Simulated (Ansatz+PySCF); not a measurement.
The numbers below are computed, except where a source is named.
**Several solutions for septet MnF**

```xyz
2

Mn    0.0000    0.0000    0.0000
F     0.0000    0.0000    1.8360
```

Basis set: def2-SVP (spherical functions). Charge 0, multiplicity 7.

PBE0 (unrestricted) was run from several starts with Ansatz (development build ahead of 0.2.0) and PySCF 2.14.0.

```tsv
run	program	start	converged	energy (hartree)	<S²>
A	PySCF	program defaults	yes	-1250.32106	12.00
B	Ansatz	atomic start, no search	yes	-1250.32106	12.00
C	PySCF	guess minao, instabilities followed	yes	-1250.32106	12.00
D	PySCF	guess huckel, instabilities followed	no	–	–
E	Ansatz	search for the lowest state	yes	-1250.32106	12.00
F	PySCF	guess atom, instabilities followed	yes	-1250.32106	12.00
G	Ansatz	stability test followed	yes	-1250.32106	12.00
```

Task: Which runs reached the lowest solution of this kind, and what is wrong with the others?

Result: A, B, C, E, F, G reached the lowest solution found. Not converged: D.
